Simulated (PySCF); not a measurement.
# 4-isopropylaniline (Nc1ccc(C(C)C)cc1, C$_{9}$H$_{13}$N)

Molfile (atoms numbered from 1):
```
C9H13N
     RDKit          3D

 23 23  0  0  0  0  0  0  0  0999 V2000
   -2.5566    1.0167   -0.3348 C   0  0  0  0  0  0  0  0  0  0  0  0
   -1.8300   -0.2691    0.0594 C   0  0  0  0  0  0  0  0  0  0  0  0
   -2.3961   -0.8505    1.3546 C   0  0  0  0  0  0  0  0  0  0  0  0
   -0.3318   -0.0655    0.1394 C   0  0  0  0  0  0  0  0  0  0  0  0
    0.5417   -0.7446   -0.7142 C   0  0  0  0  0  0  0  0  0  0  0  0
    1.9202   -0.5655   -0.6523 C   0  0  0  0  0  0  0  0  0  0  0  0
    2.4870    0.3155    0.2812 C   0  0  0  0  0  0  0  0  0  0  0  0
    3.8509    0.5391    0.3188 N   0  0  0  0  0  0  0  0  0  0  0  0
    1.6157    1.0023    1.1438 C   0  0  0  0  0  0  0  0  0  0  0  0
    0.2417    0.8114    1.0687 C   0  0  0  0  0  0  0  0  0  0  0  0
   -2.4292    1.7959    0.4341 H   0  0  0  0  0  0  0  0  0  0  0  0
   -2.1675    1.4187   -1.2822 H   0  0  0  0  0  0  0  0  0  0  0  0
   -3.6378    0.8407   -0.4527 H   0  0  0  0  0  0  0  0  0  0  0  0
   -2.0063   -1.0087   -0.7411 H   0  0  0  0  0  0  0  0  0  0  0  0
   -3.4754   -1.0505    1.2602 H   0  0  0  0  0  0  0  0  0  0  0  0
   -1.8935   -1.7924    1.6211 H   0  0  0  0  0  0  0  0  0  0  0  0
   -2.2612   -0.1519    2.1961 H   0  0  0  0  0  0  0  0  0  0  0  0
    0.1314   -1.4398   -1.4529 H   0  0  0  0  0  0  0  0  0  0  0  0
    2.5712   -1.1130   -1.3397 H   0  0  0  0  0  0  0  0  0  0  0  0
    4.2177    0.9072    1.1866 H   0  0  0  0  0  0  0  0  0  0  0  0
    4.4321   -0.1879   -0.0770 H   0  0  0  0  0  0  0  0  0  0  0  0
    2.0283    1.6981    1.8800 H   0  0  0  0  0  0  0  0  0  0  0  0
   -0.4003    1.3653    1.7600 H   0  0  0  0  0  0  0  0  0  0  0  0
  1  2  1  0
  2  3  1  0
  2  4  1  0
  4  5  1  0
  5  6  2  0
  6  7  1  0
  7  8  1  0
  7  9  2  0
  9 10  1  0
 10  4  2  0
  1 11  1  0
  1 12  1  0
  1 13  1  0
  2 14  1  0
  3 15  1  0
  3 16  1  0
  3 17  1  0
  5 18  1  0
  6 19  1  0
  8 20  1  0
  8 21  1  0
  9 22  1  0
 10 23  1  0
M  END
```

Computed, not measured: PySCF, quadratic response CAM-B3LYP/def2-SVPD first hyperpolarisability, Taylor convention, gas phase. Geometry: PBE0-D3(BJ)/def2-SVP.

(1) Give β for the processes computed.

(2) Which lowest excitations, dipole and polarisabilities go with it?

Results:

(1) In au, Taylor convention; the vector part is βᵢ = ⅓ Σⱼ (βᵢⱼⱼ + βⱼᵢⱼ + βⱼⱼᵢ); β∥ is 3/5 of the vector part along the dipole, the dipole points from − to +:
| process | λ (nm) | β vector norm | β∥ | β HRS | depolarisation ratio |
| --- | --- | --- | --- | --- | --- |
| static β(0;0,0) | ∞ | 357.6 | 158.3 | 148.7 | 4.93 |
| second harmonic β(−2ω;ω,ω) | 1907 | 380.3 | 168.4 | 157.7 | 4.99 |
| Pockels β(−ω;ω,0) | 1907 | 364.9 | 161.6 | – | – |
| second harmonic β(−2ω;ω,ω) | 1064 | 440.4 | 194.9 | 181.2 | 5.14 |
| Pockels β(−ω;ω,0) | 1064 | 382.0 | 169.1 | – | – |

(2) S1 4.77 eV (f = 0.036); S2 5.45 eV (f = 0.068); S3 5.64 eV (f = 0.150); dipole 1.42 D; isotropic α 116.8 au static, 117.2 au at 1907 nm, 118.2 au at 1064 nm, 118.5 au at 953.5 nm, 122.9 au at 532 nm.
